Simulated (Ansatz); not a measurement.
The same path of ClF4H2STa (9 atoms, charge 0, multiplicity 1) was run twice with different band settings. Lost on the way: Ta1–Cl2, S7–H9. Made: Cl2–H9.

Computed with RKS B3LYP/def2-SVP (Ansatz).

Relaxed end points:

```xyz
9
Properties=species:S:1:pos:R:3
Ta -0.007 0.056 0.137
Cl 2.293 0.571 0.016
F 0.031 0.434 1.986
F 0.192 -1.008 -1.415
F -0.685 1.637 -0.564
F -1.661 -0.817 0.417
S 0.836 -2.458 1.286
H 0.935 -3.134 0.116
H 2.167 -2.218 1.344
```

```xyz
9
Properties=species:S:1:pos:R:3
Ta -0.425 -0.090 0.223
Cl 3.593 -1.192 -0.164
F 0.243 0.987 1.619
F 0.653 0.754 -1.043
F -2.182 0.473 0.481
F -0.936 -1.422 -1.017
S 0.337 -1.890 1.644
H -0.009 -2.898 0.807
H 2.827 -1.658 0.773
```

Common settings: movable images 7; climbing image yes; optimiser quadratic models (default); start path through a guess of the saddle point; force threshold 0.03 eV/Å; end points relaxed.

| run | spring | iteration limit |
| --- | --- | --- |
| 1 | 5.0 eV/Å² | 60 |
| 2 | 20.0 eV/Å² | 57 |

What does each run give, and how far can it be trusted?

Run 1: converged after 23 iterations, highest image 0.936 eV above the first end. The profile has 2 maxima (images 2, 6) with wells between them (image 5): this band takes more than one step, which may be the mechanism or a detour left from its start path. A vibrational analysis at the climbing image gives one clearly imaginary mode, 395i cm⁻¹: a first-order saddle point.
Run 2: converged after 26 iterations, highest image 0.936 eV above the first end. The profile has 2 maxima (images 2, 6) with wells between them (image 5): this band takes more than one step, which may be the mechanism or a detour left from its start path. Another band between the same ends (7 images) ends at a top of the same energy, where a vibrational analysis finds 1 clearly imaginary mode.
The orbitals stay closed-shell, which can raise the energy where a bond breaks towards radicals; this wasn't checked here.
